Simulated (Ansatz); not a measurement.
```yaml
crystal:
  periodic: [false, false, false]
  atoms:
    - {symbol: C, position_ang: [0.274843, -1.161918, 0.847987]}
    - {symbol: S, position_ang: [1.285492, -0.623412, -0.458161]}
    - {symbol: Zr, position_ang: [0.165677, 1.136280, -0.912272]}
    - {symbol: F, position_ang: [-1.643853, 0.644409, -1.503619]}
    - {symbol: F, position_ang: [0.723772, 2.310601, -2.119339]}
    - {symbol: F, position_ang: [-0.308248, 2.103016, 0.709341]}
    - {symbol: H, position_ang: [-0.137191, -2.284295, 0.389734]}
    - {symbol: H, position_ang: [0.576120, -1.424182, 1.687147]}
    - {symbol: H, position_ang: [-0.475326, -0.661179, 0.916248]}
basis:
  gaussian: {orbitals: def2-mTZVP}
hamiltonian: {xc: {name: B2PLYP}}
```

```sh
$ ansatz run in.yaml --threads 4 --pin off --events-out ev --progress --plain --max-ram 11315MiB
```

Shortened log:

```
Functional definition: B2PLYP
1303 factors; integrals over basis functions are off by at most 8.8e-4 eV
mean field evaluation 1: about -21328.0480 eV, gradient 7.1e1 eV
mean field evaluation 2: about -21328.1231 eV, gradient 7.1e1 eV
mean field evaluation 4: about -21336.3265 eV, gradient 1.0e1 eV
mean field evaluation 8: about -21336.5465 eV, gradient 8.4e-1 eV
mean field evaluation 16: about -21336.5480 eV, gradient 8.4e-4 eV
mean field -21336.54800941 eV, -784.1036769140 hartree, gradient 9.3e-6 eV, S^2 0.000000; 0 other end points of the search recorded, 0 dependent functions left out
9 core orbitals not correlated: weight in the atoms' cores, before any rotation towards them, 1.000 or more for the frozen orbitals, at most 0.000 for the correlated occupied ones
reference -21336.54819696 eV, -784.1036838065 hartree; 23, 23 occupied and 108, 108 virtual orbitals, 1303 factors
second order -37.85322746 eV of doubles, -0.00000000 eV of singles
Total energy: -21346.76856838 eV, -784.4792755284 hartree
```

Hardware: 4 threads of an Arm Neoverse V2 on a shared host. Wall time 3.2 s, peak host memory 0.47 GiB.
